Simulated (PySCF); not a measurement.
Species: C₅H₈NOS (charge +1).
Geometry (GFN2-xTB, Å), atoms numbered from 1 in this order:
```
atom  x, y, z in Å
C1    -2.6090    0.4882    0.6389
N2    -1.3201   -0.0175    0.2366
C3    -1.1359   -1.0891   -0.5143
S4     0.4912   -1.4364   -0.8142
C5     0.9413   -0.0594    0.1252
C6     2.4039    0.1867    0.2433
O7     2.9955   -0.8520   -0.4918
C8    -0.1537    0.5801    0.6087
H9    -2.6926    0.4746    1.7264
H10   -3.4011   -0.1238    0.2145
H11   -2.7304    1.5164    0.2966
H12   -1.9504   -1.6784   -0.8930
H13    2.7081    0.1680    1.3005
H14    2.6571    1.1758   -0.1664
H15    3.9565   -0.7866   -0.4769
H16   -0.1679    1.4624    1.2218
```

The closed-shell SCF was solved with PySCF and density fitting under several settings on one GFN2-xTB geometry (grid level 2 and gas phase unless stated).

```json
{"settings": "PBE0/pcSseg-1", "basis functions": "183", "SCF cycles": "14", "E (Eh)": "-722.6908", "HOMO (eV)": "-11.98", "LUMO (eV)": "-6.12"}
{"settings": "PBE0/def2-SVPD", "basis functions": "234", "SCF cycles": "14", "E (Eh)": "-722.4166", "HOMO (eV)": "-12.02", "LUMO (eV)": "-6.11"}
```

Estimate the row for these settings: PBE0/ANO-RCC-VDZP, IEF-PCM chloroform, grid level 4, energy threshold 1e-07 Eh.

```csv
settings,basis functions,SCF cycles,E (Eh),HOMO (eV),LUMO (eV)
"PBE0/ANO-RCC-VDZP, IEF-PCM chloroform, grid level 4, energy threshold 1e-07 Eh",156,8,-722.6562,-8.71,-2.71
```

Over all rows, what range does the HOMO–LUMO gap span?

From 5.86 eV (PBE0/pcSseg-1) to 6.00 eV (PBE0/ANO-RCC-VDZP, IEF-PCM chloroform, grid level 4, energy threshold 1e-07 Eh).

Compare two rows with the functional PBE0: PBE0/pcSseg-1 and PBE0/def2-SVPD. Which energy is lower, and by how much?

PBE0/pcSseg-1 (183 functions) lies 0.2742 Eh or 172 kcal/mol below PBE0/def2-SVPD (234 functions). The smaller set gives the lower energy; the two sets aren't nested, so the variational bound doesn't order them by size.

Whole jobs, the steps after the SCF included, on one thread of an Arm Neoverse N1, shared host:

```
                                                                      settings                                                 work after the SCF  wall time  peak memory
                                                                 PBE0/pcSseg-1    shieldings, ring-centre shieldings, charges and field gradients       43 s     0.91 GiB
                                                                PBE0/def2-SVPD  6 singlets by full TDDFT, 2 Tamm–Dancoff triplets, polarisability       71 s     0.96 GiB
PBE0/ANO-RCC-VDZP, IEF-PCM chloroform, grid level 4, energy threshold 1e-07 Eh    shieldings, ring-centre shieldings, charges and field gradients    2.0 min     0.98 GiB
```

Cycle counts include a coarse-grid stage where the run had one. ANO-RCC sets were contracted for a scalar-relativistic Hamiltonian, but ran non-relativistically here. The species at its GFN2-xTB geometry (one conformer only).
